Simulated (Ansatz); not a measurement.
Geometry optimisation, RHF/def2-SVP in Ansatz 0.2.0.

Input:

```yaml
crystal:
  periodic: [false, false, false]
  atoms:
    - { symbol: Si, position_ang: [0.043315, -0.023242, 0.192512] }
    - { symbol: H, position_ang: [0.115625, 0.040163, 1.639217] }
    - { symbol: Cl, position_ang: [2.126784, -0.063758, -0.019686] }
    - { symbol: Cl, position_ang: [-0.732343, 1.721592, -0.581884] }
    - { symbol: C, position_ang: [-0.791948, -1.507068, -0.57143] }
    - { symbol: H, position_ang: [-1.340451, -2.056005, 0.196867] }
    - { symbol: H, position_ang: [-1.493883, -1.207092, -1.349089] }
    - { symbol: H, position_ang: [-0.0502, -2.177889, -1.006706] }
basis:
  gaussian: { orbitals: def2-SVP }
hamiltonian:
  xc: hf
relax:
  f_tol: 0.03
  max_steps: 50
output:
  orbitals: {}
```

Launched with:

```bash
$ ansatz run input.yaml --threads 1 --pin off --max-ram 2048MiB --backend cpu --events-out ev --progress --plain --runs-dir out
```

**Question.** Where does it end, and by what steps?

**Answer.** The run converged. After 11 steps the energy has fallen by 0.243 eV; H7 moved furthest, 0.73 Å.

```csv
step,energy less start (eV),largest force component (eV/Å),accepted
0,0.0000,1.070,yes
1,-0.1515,0.507,yes
2,-0.1324,0.494,no
3,-0.1685,0.093,yes
4,-0.1759,0.078,yes
5,-0.1857,0.380,yes
6,-0.1944,0.500,yes
7,-0.2327,0.057,yes
8,-0.2141,0.695,no
9,-0.2379,0.083,yes
10,-0.2388,0.198,yes
11,-0.2428,0.012,yes
```

```xyz
8
Properties=species:S:1:pos:R:3
Si 0.111 -0.046 0.226
H 0.240 -0.150 1.684
Cl 2.014 0.128 -0.562
Cl -0.938 1.687 -0.190
C -0.755 -1.500 -0.546
H -1.760 -1.607 -0.133
H -0.837 -1.366 -1.626
H -0.199 -2.420 -0.353
```

Whether the end is a true minimum wasn't checked by a vibrational analysis.

Run time: 20 s on 1 thread of Arm Neoverse V1, with other jobs on the host, peak memory 0.17 GiB.
